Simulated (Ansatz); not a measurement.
Basis sets compared for cis-Ti(H2O)2F4 (TiO2F4H4). Charge 0, multiplicity 1. Geometry r2SCAN-D4/def2-SVP. Ansatz on 4 threads of Arm Neoverse V1 on a shared host; times are rough, and most runs start from earlier orbitals.

```xyz
11

F     1.6169   -1.6345    0.2301
F     0.2877   -0.4161    2.2546
F    -1.0915   -1.3405    0.0925
F     1.3330    1.0768    0.2245
O    -1.1985    1.1826    0.5628
O     0.2966   -0.2150   -1.7370
Ti    0.3841   -0.4151    0.5020
H    -0.8577    1.9533    1.0392
H    -1.9756    0.8720    1.0490
H     0.0329   -1.0609   -2.1268
H     1.1720   -0.0026   -2.0911
```

No other spin state of charge 0 was run.

Binding counts from free atoms (F doublet, O triplet, Ti triplet, H doublet) in the same basis, without a counterpoise term.

| level | functions | energy (Eh) | HOMO (eV) | LUMO (eV) | binding per atom (eV) | wall time |
| --- | --- | --- | --- | --- | --- | --- |
| PBE-D4/def2-SVP | 135 | -1400.7417 | -8.04 | -2.69 | 4.37 | 1.6 s |
| PBE0-D4/def2-SVP | 135 | -1400.7363 | -10.18 | -2.03 | 4.10 | 2.6 s |

(1) Estimate the rows for PBE-D4/def2-TZVP (with forces), PBE0-D4/def2-TZVP.

Answers

(1) 
| level | functions | energy (Eh) | HOMO (eV) | LUMO (eV) | binding per atom (eV) | wall time |
| --- | --- | --- | --- | --- | --- | --- |
| PBE-D4/def2-TZVP (with forces) | 255 | -1401.5442 | -8.51 | -3.09 | – | 4.2 s |
| PBE0-D4/def2-TZVP | 255 | -1401.5348 | -10.50 | -2.17 | 4.07 | 6 s |
